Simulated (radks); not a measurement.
P13+, configuration [He].

All-electron calculation, Dirac Kohn-Sham, PBE, spin-unpolarised, spherical densities, point nucleus. Program: a radial shooting solver on a logarithmic mesh with Libxc functionals.

Energy parts (hartree):
total: -216.24204
kinetic: 217.48226
electron-nucleus: -443.03382
Hartree: 18.35910
exchange-correlation: -9.04958

Orbitals (lengths in bohr, moments of r in powers of bohr; r(max) is where P^2 peaks; r(90%) holds 90 % of the orbital's charge):
orbital  occ.  eigenvalue (hartree)      <r^4>     <r>  r(90%)   r(max)  small-component weight
1s1/2       2             -100.1864  0.0005025  0.1024   0.182  0.06734                2.88e-03
2p1/2       0             -22.37596    0.04783  0.3635   0.583   0.2894                6.31e-04
2p3/2       0             -22.31281    0.04839  0.3648   0.585   0.2906                6.29e-04

The highest occupied level is 1s1/2 at -2726.2 eV. Summed over all electrons, <r^2> = 0.02811 bohr^2, which gives a Langevin (diamagnetic) susceptibility term of -0.0223 x 10^-6 cm^3/mol.
